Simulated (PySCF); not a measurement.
## Spin-rotation constants: `InChI=1S/C5H11OP/c1-2-7(6)4-3-5-7/h2-5H2,1H3`

Geometry (Å), atoms numbered from 1 in this order:
```xyz
18

C     2.4943   -0.1784    0.0495
C     1.1804   -0.9013   -0.2052
P    -0.0736    0.3386   -0.7320
O     0.3071    1.1285   -1.9068
C    -1.7584   -0.4285   -0.5963
C    -1.8799    0.1036    0.8448
C    -0.7597    1.1598    0.7838
H     2.3874    0.5289    0.8705
H     2.7829    0.3788   -0.8397
H     3.2874   -0.8816    0.2964
H     0.8323   -1.4319    0.6806
H     1.2858   -1.6150   -1.0263
H    -2.4381    0.0794   -1.2807
H    -1.8725   -1.5029   -0.7176
H    -2.8610    0.5078    1.0902
H    -1.6409   -0.6755    1.5677
H    -0.1444    1.2502    1.6756
H    -1.1379    2.1460    0.5139
```

Method used: PySCF, GIAO B97-2/pcSseg-1 magnetisability, rotational g tensor and spin-rotation constants, non-relativistic, gas phase. Geometry: GFN2-xTB.

Give the nuclear spin-rotation constants along the inertial axes (H = +C I·J) beside the isotropic shieldings.

Rotational constants 3.3743, 1.7524, 1.5269 GHz. A star marks the isotopologue with that one atom substituted, in its own axes.
| atom | isotope | Caa (kHz) | Cbb (kHz) | Ccc (kHz) | mean (kHz) | σ (ppm) |
| --- | --- | --- | --- | --- | --- | --- |
| P3 | 31P | 6.181 | 2.289 | 2.687 | 3.719 | 298.8 |
| H8 | 1H | -0.319 | -0.167 | -0.024 | -0.170 | 30.9 |
| H9 | 1H | -0.257 | -0.013 | -0.160 | -0.143 | 30.1 |
| H10 | 1H | -0.111 | -0.123 | -0.146 | -0.127 | 30.6 |
| H11 | 1H | -0.307 | 0.007 | -0.180 | -0.160 | 30.5 |
| H12 | 1H | -0.313 | -0.174 | -0.008 | -0.165 | 30.2 |
| H13 | 1H | -0.177 | -0.017 | -0.178 | -0.124 | 29.2 |
| H14 | 1H | -0.367 | -0.189 | 0.049 | -0.169 | 29.6 |
| H15 | 1H | 0.086 | -0.197 | -0.155 | -0.089 | 30.0 |
| H16 | 1H | -0.363 | 0.018 | -0.158 | -0.168 | 30.6 |
| H17 | 1H | -0.301 | -0.032 | -0.116 | -0.150 | 29.5 |
| H18 | 1H | -0.307 | -0.105 | -0.046 | -0.153 | 29.3 |
| C1 | 13C* | 0.449 | 0.223 | 0.181 | 0.284 | 178.2 |
| C2 | 13C* | 0.536 | 0.260 | 0.248 | 0.348 | 158.7 |
| O4 | 17O* | -0.585 | -0.426 | -0.160 | -0.390 | 185.4 |
| C5 | 13C* | 0.554 | 0.311 | 0.285 | 0.383 | 145.9 |
| C6 | 13C* | 0.466 | 0.237 | 0.185 | 0.296 | 174.8 |

For the geometry as given, no vibrational averaging.

How do the rotational constants and the g tensor change when H8, H9, H10, H11, H12, H13, H14, H15, H16, H17, H18 are replaced by deuterium?

Constants 2.8026, 1.4266, 1.2844 GHz; g -0.0226, -0.0062, -0.0091, against -0.0260, -0.0079, -0.0105 before.
